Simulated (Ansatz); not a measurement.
Gas-phase electronic energies from Ansatz, PBE0-D4/def2-TZVP geometries. CCSD(T)/CBS adds triple-zeta CCSD(T) − MP2 to the extrapolated MP2 energy (def2 sets, frozen cores). Functionals use def2-TZVPP. HSE06 is defined as in plane-wave codes. Each species was taken in one conformer, which may not be the lowest.

`[CH3][Al]([Cl])[Cl]` + `CC(C)BS` → `[CH3][Al]([Cl])[BH]S` + `CC(C)Cl`  (formal exchange of groups at the Al–Cl bond)

`[CH3][Al]([Cl])[Cl]`:

```xyz
7

C     0.614   -0.444   -0.613
Al   -0.594    0.450    0.597
Cl   -2.042   -0.614    1.664
Cl   -0.532    2.515    0.913
H     1.305    0.256   -1.086
H     1.196   -1.201   -0.080
H     0.054   -0.963   -1.396
```

`CC(C)BS`:

Z-matrix (Å, degrees):
```
C
C 1 1.530
H 1 1.093 2 112.0
H 1 1.094 2 110.9 3 120.3
H 1 1.094 2 110.7 3 -120.2
C 2 1.532 1 110.4 3 178.3
B 2 1.567 1 110.2 3 -61.1
H 2 1.097 1 108.3 3 60.0
H 6 1.094 2 111.0 1 61.7
H 6 1.094 2 110.5 1 -57.7
H 6 1.093 2 112.0 1 -177.9
S 7 1.776 2 125.7 1 123.5
H 7 1.198 2 120.6 1 -57.3
H 12 1.346 7 98.8 2 -0.8
```

`[CH3][Al]([Cl])[BH]S`:

Cartesian coordinates in Å:
```
C 1.370 0.786 0.515
Al -0.228 -0.265 0.885
Cl -0.701 -0.610 2.915
B -1.515 -1.005 -0.625
S -1.315 -0.501 -2.305
H 2.055 0.791 1.365
H 1.915 0.419 -0.361
H 1.102 1.828 0.309
H -2.430 -1.763 -0.491
H -0.252 0.320 -2.206
```

`CC(C)Cl`:

```xyz
11

C    -0.165   -0.746   -1.041
C    -0.287   -0.285    0.392
C     0.557    0.929    0.703
Cl   -2.015    0.085    0.753
H    -0.794   -1.616   -1.232
H    -0.460    0.051   -1.727
H     0.874   -1.015   -1.252
H    -0.039   -1.101    1.074
H     1.612    0.695    0.529
H     0.279    1.765    0.059
H     0.438    1.239    1.742
```

```
           level  ΔE (kJ/mol)
         BLYP-D4        216.7
         PBE0-D4        220.5
         ωB97X-V        224.0
          revPBE        210.2
         r2SCANh        229.2
           HSE06        219.7
   CCSD/def2-SVP        234.8
CCSD(T)/def2-SVP        232.1
```

(1) What does CCSD(T)/CBS give? (An estimate is asked.)

Largest T1 diagnostic among the species: 0.013.

Results:

(1) The calculation gave: +225.3 kJ/mol. The listed levels differ from it by -8.6, -4.8, -1.3, -15.1, 3.9, -5.6, 9.5, 6.8 kJ/mol.

Leaving LDA and LC-ωPBE aside and taking each functional with its dispersion term where it has one, the values, not all of them listed here, spread over 21.6 kJ/mol, from PBE-D4 to B97M-V. From PBE to PBE0 (25 % exact exchange), in def2-TZVPP and without D4, ΔE moves by +8.6 kJ/mol. At CCSD(T), def2-SVP lies +6.9 kJ/mol from the extrapolated value and def2-TZVPP +0.1 kJ/mol.
